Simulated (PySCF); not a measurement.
Bi(H)2(Me), SMILES [BiH2][CH3] (B3LYP/def2-SVP optimised geometry):

```
7

Bi    -0.901    -0.906     0.000
H     -0.910     0.906     0.000
H      0.910    -0.906     0.000
C     -1.007    -1.012    -2.302
H     -0.759    -2.037    -2.612
H     -0.299    -0.301    -2.745
H     -2.033    -0.769    -2.612
```

Level of theory: B3LYP/def2-TZVP, def2 effective core potentials past Kr (PySCF 2.14.0).

### Question
What are the frontier orbital energies and the dipole moment?

### Answer
HOMO-2 -8.54 eV, HOMO-1 -8.13 eV, HOMO -7.05 eV, LUMO -0.61 eV, LUMO+1 -0.22 eV; dipole moment 1.06 D.
